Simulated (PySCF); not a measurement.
**Pb²⁺: excitation energy**

Pb²⁺ [Xe] 4f14 5d10 6s2 (1S) → Pb²⁺ [Xe] 4f14 5d10 6s1 6p1 (3P), as a difference of total energies. Computed with PySCF 2.14 in x2c-TZVPPall with one added diffuse shell each of s, p, d, f type (12s8p7d4f, 99 functions), with the spin-free X2C one-electron Hamiltonian (Gaussian nucleus). Correlated levels: valence: [Xe] 4f14 5d10 frozen. The calculations carry no spin-orbit coupling.

| method | excitation energy (eV) |
| --- | --- |
| UHF | 7.568 |
| MP2 (valence) | 8.068 |
| SCS-MP2 (valence) | 8.214 |
| CCSD (valence) | 8.228 |

**Question.** How much does correlation contribute at MP2 (valence)?

**Answer.** 8.068 − (7.568) = 0.500 eV, measured against UHF.

A first-order spin-orbit estimate (lowest level to lowest level, LS coupling) adds -1.306 eV.

With two correlated electrons CCSD is exact in that space.
